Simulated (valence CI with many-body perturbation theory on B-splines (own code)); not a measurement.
Forbidden lines of Eu12+

Level of theory: relativistic CI+MBPT: five valence electrons over a frozen Dirac-Fock core [Kr] 4d10, a basis of 7 s, 7 p, 7 d, 7 f, 4 g, 2 h functions for each j, with the one-electron correlation potential Σ1 (screened to all orders), the two-electron term Σ2, the three-electron term Σ3, Breit, model QED; selected single and double excitations, second order for the rest, scaled by the run's own slope (own B-spline code, finite nucleus).

No measured levels were compared; by estimate terms of the open shell hold to a few per cent of their energy, and close levels can change places. Among the levels kept, up to 2600 cm⁻¹ of a level comes from second order outside the variational space, and about a tenth of that is noise between levels of different J, which matters for small intervals.

Lines 1 to 50 of 120 in falling wavelength, among levels below 168320 cm⁻¹, chosen from the decays that carry over 1 % of a level's rate. Wavelengths and rates use the calculated energies, so an error of 2000 cm⁻¹ moves a line at 53390 Å by 110 % and its rate by three times that or more. S is in atomic units (e²a₀⁴ for E2 and M2, e²a₀⁶ for E3), for M1 in squared Bohr magnetons. Weak lines are less certain than strong ones. Lines between different terms over intervals too small for the method are left out, as are lines whose strength nearly cancels. Where a level lies close to another of its J and parity, the split of strength between their lines is uncertain. Intervals below about 2000 cm⁻¹, as at the head of this list, are uncertain by tens of per cent.

Names give the largest LS component (configuration and term), which can be under half, so a name can repeat, a term be missing and a line seem to break the LS rules; names also repeat where a configuration has a term twice. Letters in brackets count levels of one name in rising energy.

```tsv
λ vac (Å)	Upper	Lower	Type	A (s⁻¹)	S (a.u.)
63220	4f³5s² ⁴D°_1/2	4f³5s² ⁴D°_3/2	M1	2.33e-01	4.37e+00
54800	4f³5s² ⁴F°_7/2	4f³5s² ⁴F°_5/2	M1	2.22e-01	1.08e+01
53390	4f³5s² ⁴S°_3/2	4f³5s² ⁴F°_5/2	M1	4.91e-03	1.11e-01
43760	4f³5s² ⁴F°_5/2	4f³5s² ⁴F°_3/2	M1	4.77e-01	8.89e+00
39100	4f³5s² ⁴F°_9/2	4f³5s² ⁴F°_7/2	M1	3.27e-01	7.24e+00
37290	4f³5s² ⁴F°_7/2	4f³5s² ²H°_9/2 [a]	M1	1.18e-01	1.81e+00
34170	4f³5s² ²I°_13/2	4f³5s² ²I°_11/2	M1	2.51e-01	5.20e+00
27510	4f³5s² ²P°_1/2	4f³5s² ²D°_3/2 [a]	M1	4.06e-01	6.27e-01
26050	4f³5s² ⁴G°_7/2	4f³5s² ⁴G°_5/2	M1	1.56e+00	8.15e+00
25770	4f³5s² ⁴G°_11/2	4f³5s² ⁴G°_9/2	M1	1.33e+00	1.01e+01
25320	4f³5s² ⁴I°_11/2	4f³5s² ⁴I°_9/2	M1	2.56e+00	1.85e+01
25200	4f³5s² ²K°_15/2	4f³5s² ²K°_13/2	M1	7.30e-01	6.92e+00
24700	4f³5s² ⁴I°_13/2	4f³5s² ⁴I°_11/2	M1	3.18e+00	2.49e+01
24520	4f³5s² ⁴I°_15/2	4f³5s² ⁴I°_13/2	M1	2.17e+00	1.90e+01
24050	4f³5s² ⁴S°_3/2	4f³5s² ⁴F°_3/2	M1	1.41e-01	2.92e-01
23970	4f³5s² ²G°_9/2 [a]	4f³5s² ⁴G°_7/2	M1	1.36e+00	6.94e+00
21210	4f³5s² ⁴D°_7/2	4f³5s² ⁴D°_5/2	M1	1.83e+00	5.18e+00
21160	4f³5s² ⁴G°_9/2	4f³5s² ²G°_7/2 [a]	M1	2.40e+00	8.43e+00
20250	4f³5s² ²D°_5/2 [a]	4f³5s² ²D°_3/2 [a]	M1	7.05e-01	1.30e+00
19900	4f³5s² ²P°_3/2	4f³5s² ²D°_5/2 [a]	M1	8.64e-01	1.01e+00
19090	4f³5s² ⁴F°_9/2	4f³5s² ²H°_9/2 [a]	M1	1.89e+00	4.86e+00
17620	4f³5s² ⁴G°_5/2	4f³5s² ⁴F°_7/2	M1	9.27e-02	1.13e-01
17050	4f³5s² ²G°_7/2 [a]	4f³5s² ⁴F°_7/2	M1	8.42e-01	1.24e+00
15810	4f³5s² ²P°_3/2	4f³5s² ²P°_1/2	M1	1.25e+00	7.33e-01
14740	4f³5s² ²H°_11/2 [a]	4f³5s² ²H°_9/2 [a]	M1	2.81e+00	4.00e+00
14210	4f³5s² ⁴D°_3/2	4f³5s² ²D°_5/2 [a]	M1	2.37e-01	1.01e-01
13330	4f³5s² ⁴G°_5/2	4f³5s² ⁴F°_5/2	M1	2.00e-02	1.06e-02
13000	4f³5s² ²G°_7/2 [a]	4f³5s² ⁴F°_5/2	M1	2.10e+00	1.37e+00
12790	4f³5s² ²G°_9/2 [a]	4f³5s² ²G°_7/2 [a]	M1	2.15e-01	1.67e-01
12450	4f³5s² ⁴G°_9/2	4f³5s² ⁴F°_9/2	M1	1.65e+00	1.18e+00
11990	4f³5s² ⁴D°_3/2	4f³5s² ²P°_1/2	M1	1.01e+00	2.59e-01
11700	4f³5s² ²G°_7/2 [a]	4f³5s² ²H°_9/2 [a]	M1	1.39e+00	6.60e-01
10510	4f³5s² ⁴G°_7/2	4f³5s² ⁴F°_7/2	M1	1.25e+00	4.31e-01
10440	4f³5s² ²G°_9/2 [a]	4f³5s² ²H°_11/2 [a]	M1	2.22e+00	9.35e-01
10220	4f³5s² ⁴G°_5/2	4f³5s² ⁴F°_3/2	M1	5.15e-02	1.22e-02
10080	4f³5s² ⁴D°_1/2	4f³5s² ²P°_1/2	M1	7.36e-01	5.58e-02
10040	4f³5s² ²P°_3/2	4f³5s² ²D°_3/2 [a]	M1	8.95e+00	1.34e+00
9645	4f³5s² ⁴G°_11/2	4f³5s² ²H°_11/2 [a]	M1	2.21e+00	8.81e-01
9503	4f³5s² ²I°_11/2	4f³5s² ⁴G°_11/2	M1	5.65e-01	2.16e-01
8986	4f³5s² ²G°_9/2 [a]	4f³5s² ⁴F°_9/2	M1	6.85e+00	1.84e+00
8819	4f³5s² ⁴G°_7/2	4f³5s² ⁴F°_5/2	M1	1.25e+00	2.55e-01
8806	4f³5s² ²D°_5/2 [a]	4f³5s² ²G°_7/2 [a]	M1	3.57e-01	5.42e-02
8393	4f³5s² ⁴G°_11/2	4f³5s² ⁴F°_9/2	M1	1.30e-01	3.42e-02
8278	4f³5s² ⁴D°_5/2	4f³5s² ²D°_3/2 [a]	M1	2.38e+00	3.01e-01
8200	4f³5s² ⁴G°_7/2	4f³5s² ²H°_9/2 [a]	M1	8.92e-02	1.46e-02
8174	4f³5s² ²D°_3/2 [a]	4f³5s² ⁴S°_3/2	M1	7.94e+00	6.43e-01
7534	4f³5s² ⁴G°_9/2	4f³5s² ²H°_9/2 [a]	M1	2.71e+00	4.29e-01
7376	4f³5s² ⁴D°_1/2	4f³5s² ²D°_3/2 [a]	M1	6.95e-01	2.07e-02
7307	4f³5s² ²G°_9/2 [a]	4f³5s² ⁴F°_7/2	M1	1.95e+00	2.82e-01
7224	4f³5s² ²L°_15/2	4f³5s² ²K°_15/2	M1	5.15e+00	1.15e+00
```
